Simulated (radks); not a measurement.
The numbers below are computed, except where a source is named.
All-electron atom: Cu II in [Ar] 3d10. Level of theory: scalar-relativistic Kohn-Sham, SCAN, spin-polarised, spherical densities, finite nucleus; meta-GGA in the generalised Kohn-Sham scheme; Fermi nuclear charge, rms radius 3.8823 fm (a radial shooting solver on a logarithmic mesh with Libxc functionals).

X-ray form factor f0, the Fourier transform of the density (f0(0) = 28):

| sin(theta)/lambda (1/angstrom) | f0 (electrons) |
|---|---|
| 0.05 | 27.646 |
| 0.1 | 26.656 |
| 0.15 | 25.207 |
| 0.2 | 23.493 |
| 0.25 | 21.676 |
| 0.3 | 19.867 |
| 0.4 | 16.520 |
| 0.5 | 13.725 |
| 0.6 | 11.533 |
| 0.8 | 8.685 |
| 1 | 7.174 |
| 1.25 | 6.104 |
| 1.5 | 5.301 |
| 2 | 3.848 |
